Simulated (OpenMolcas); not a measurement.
Computed levels of 4f¹¹ in ions with 65 electrons, in cm-1 above ⁴I°_15/2.

```yaml
Program: OpenMolcas 26.06
Method: SS-CASPT2, IPEA 0.25 Eh, imaginary shift 0.1 Eh
Basis: ANO-RCC-VQZP
Scalar_Hamiltonian: DKH2, point nucleus
Spin-orbit_coupling: RASSI with atomic mean-field integrals over the reference wave functions, term energies averaged over their components
```

Active space for each ion: 11 electrons in 7 orbitals (4f); closed shells correlated by CASPT2: 5s 5p.

```tsv
Level	Ho2+	Tm4+
⁴I°_13/2	5580	7780
⁴I°_11/2	8780	11910
⁴F°_9/2	14090	17990
⁴S°_3/2	17400	21810
²H°_11/2(1)	17500	22530
⁴F°_7/2	18920	24230
⁴F°_5/2	20560	26270
⁴F°_3/2	20810	26570
⁴G°_11/2	24810	31510
```

Question: Estimate ⁴I°_11/2, ⁴F°_9/2, ⁴S°_3/2 for Er3+ from its neighbours Ho2+ and Tm4+.

Answer: ⁴I°_11/2 is fine structure, which grows about as the fourth power of a screened charge, so the fourth roots are averaged: ((8780^0.25 + 11910^0.25) / 2)^4 = 10256. The calculation gives 10310, so the estimate is off by -0.5 %; the measured value is 10172 (the list in Tchang-Brillet, Wyart, Meftah and Ait Mammar, Atoms 6, 52 (2018)).
⁴F°_9/2 is another term, which grows about linearly with the charge: (14090 + 17990) / 2 = 16040. The calculation gives 16010, so the estimate is off by +0.2 %; the measured value is 15405 (the list in Tchang-Brillet, Wyart, Meftah and Ait Mammar, Atoms 6, 52 (2018)).
⁴S°_3/2 is another term, which grows about linearly with the charge: (17400 + 21810) / 2 = 19605. The calculation gives 19660, so the estimate is off by -0.3 %.

Mixed levels, with the weight of the term that names them: Ho2+ ⁴F°_9/2 (63 %), Ho2+ ⁴S°_3/2 (71 %), Ho2+ ²H°_11/2(1) (64 %), Ho2+ ⁴F°_3/2 (65 %), Er3+ ⁴F°_9/2 (60 %), Er3+ ⁴S°_3/2 (69 %), Er3+ ²H°_11/2(1) (59 %), Er3+ ⁴F°_3/2 (63 %), Er3+ ⁴G°_11/2 (73 %), Tm4+ ⁴F°_9/2 (55 %), Tm4+ ⁴S°_3/2 (65 %), Tm4+ ²H°_11/2(1) (53 %), Tm4+ ⁴F°_3/2 (60 %), Tm4+ ⁴G°_11/2 (69 %).

CASPT2 breaks the degeneracy within a term, and the mean is taken; among the terms shown or strongly mixed into the levels shown the widest spread is 890 cm-1 (4f¹¹ ⁴I°, Ho2+). High states are left out of the spin-orbit mixing, which shifts the levels that they would mix with. The CASPT2 spread within a term exceeds the gap to the next term for 4f¹¹ ⁴F° and 4f¹¹ ⁴S°, so the order of their levels is uncertain, and so are names and mixing where such terms share a J (figures for Ho2+; the like holds for Er3+, Tm4+). Computed and measured levels are paired by configuration, term and J; levels that our copy of the source lacks, or whose pairing is in doubt (as where it misses far off the trend of its configuration), stay unpaired and out of the deviations. Levels of configurations outside the active space are missing.

A number in round brackets counts repeated terms of one configuration in the order of the reference energies. ° marks odd parity.
